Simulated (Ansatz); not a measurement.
# Ligand exchange: SnH3(SH) + GaH2(SH) → SnH2(SH)2 + GaH3

Species: SnH3(SH), singlet; GaH2(SH), singlet; SnH2(SH)2, singlet; GaH3 `[GaH3]`, singlet. The partners trade H for SH: Sn–H and Ga–SH bonds give way to Sn–SH and Ga–H.

Shapes, held fixed at every level: PBE0-D4/def2-TZVP. Flexible molecules stand in one conformer, not always the lowest. Programs: Ansatz 0.2.0. Electronic energies: no zero-point or thermal term.

Question: Estimate ΔE of this reaction.

Answer: The highest level, CCSD(T)/def2-TZVPP, gives ΔE = +47.0 kJ/mol; the levels span +42.4 to +50.5. The column of differences is taken from that level and isn't an error. No measured value is set beside it here. For atoms past krypton def2 sets carry core potentials with scalar relativity. Relativity is left out for Ga. Outer-core shells of Ga, Sn are correlated, in sets that cover them unevenly.

```csv
level,kind,ΔE (kJ/mol),less CCSD(T)/def2-TZVPP
SPW92/def2-TZVPP,LDA,+50.5,+3.5
BHLYP-D4/def2-TZVPP,global hybrid,+42.4,-4.6
PBE0-D4/def2-TZVPP,global hybrid,+43.9,-3.1
r2SCAN0-D4/def2-TZVPP,global hybrid,+46.1,-0.9
MP2/def2-SVP,perturbation theory,+49.1,+2.1
MP2/def2-TZVPP,perturbation theory,+44.2,-2.8
CCSD/def2-SVP,coupled cluster or CI,+50.3,+3.3
CCSD(T)/def2-TZVPP,coupled cluster or CI,+47.0,0.0
```
